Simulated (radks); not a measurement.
Initial-state core-level shifts of the nickel ion Ni3+ when its valence configuration changes from [Ar] 3d7. All-electron calculation, non-relativistic Kohn-Sham, PBE, spin-polarised, spherical densities, point nucleus; open shells are filled with parallel spins first. Program: a radial shooting solver on a logarithmic mesh with Libxc functionals. Shifts are changes of the shell-averaged eigenvalues in eV (positive: less bound); the change of the density at the nucleus, which sets a Mossbauer isomer shift, is in e/bohr^3, on a base of 1.495e+04.

valence               1s       2p       3s       3p  density at nucleus
3d6.5 4p0.5       -5.236   -5.714   -4.845   -4.739              +1.325
3d6 4s1           -9.474  -10.507   -8.554   -8.349             +15.259
3d6 4p1          -10.679  -11.682   -9.779   -9.565              +2.811
3d5 4p2          -22.123  -24.306  -19.813  -19.383              +6.234
3d4 4s2 4p1      -33.348  -36.905  -29.069  -28.440             +39.798
3d4 4s1 4p2      -34.054  -37.661  -29.781  -29.141             +25.738
3d4.5 4s1 4p1.5  -27.432  -30.315  -24.200  -23.667             +22.822
3d4.5 4s2 4p0.5  -26.627  -29.463  -23.406  -22.887             +36.022
3d5 4s2          -20.091  -22.245  -17.788  -17.383             +32.438
